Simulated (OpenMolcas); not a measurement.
Tl⁺: effect of the active space

```
Program             : OpenMolcas
Method              : CASSCF
Basis               : ANO-RCC-VQZP
Scalar Hamiltonian  : DKH3, point nucleus
Spin-orbit coupling : state interaction with AMFI integrals over the reference wave functions, term energies averaged over their components
```

A. 2 electrons in 4 orbitals (6s 6p); 2S+1 = 1 even, 1 root; 2S+1 = 1 odd, 3 roots; 2S+1 = 3 odd, 3 roots kept (CI in the orbitals of an earlier block); cost of the order of 50 core-seconds
B. 2 electrons in 8 orbitals (6s 6p 7s 7p); 2S+1 = 3 even, 3 roots; 2S+1 = 1 even, 7 roots; 2S+1 = 3 odd, 3 roots; 2S+1 = 1 odd, 3 roots; cost roughly 28 core-seconds

Energies in cm-1 above 6s2 1S0, the measured ground level; measured values from NIST Handbook of Basic Atomic Spectroscopic Data.

| Level | A | B | Measured |
| --- | --- | --- | --- |
| 6s2 1S0 | 0.0 | 0.0 | 0.0 |
| 6s 6p 3P* 0 | 53030 | 44317 | 49451 |
| 6s 6p 3P* 1 | 54647 | 47249 | 52394 |
| 6s 6p 3P* 2 | 58917 | 54533 |  |
| 6s 6p 1P* 1 | 77276 | 76391 | 75663 |

Deviations, from unrounded energies. A percentage is the sum of absolute deviations over the sum of measured energies, with the sign that they share, or ± where signs differ.

| Against measurement | Levels | A | B |
| --- | --- | --- | --- |
| mean absolute deviation (cm-1) | 3 | 2500 | 3700 |
| other configurations (%) | 3 | +4.2 | ±6.2 |

A lies closest to measurement on these levels. The largest miss of A in the table is 6s 6p 3P* 0, by +3600 cm-1. The ranking rests on the paired levels alone, and a cruder setting can come out closer through cancelling errors.

Between A and B the level of the table that moves most is 6s 6p 3P* 0, by 8700 cm-1 (lowest in B, highest in A).

Spin-orbit splittings of 6p shells tend to come out small when the coupling is added on scalar orbitals. Terms from blocks run as CI alone lack orbitals of their own (holds for A). The run also gave levels led by 6s 7s, which use shells meant for correlation; these and all levels above them are left out (holds for B). Measured partners are found by configuration, term and J. A level has none where our copy of the source lacks it or the pairing is in doubt (some pairs that miss far off the trend of their configuration count as doubtful), and it then counts in no deviation. Levels of configurations outside the active space are missing. Levels that lie high or do not pair safely by name in every column are left out.

* marks odd parity.
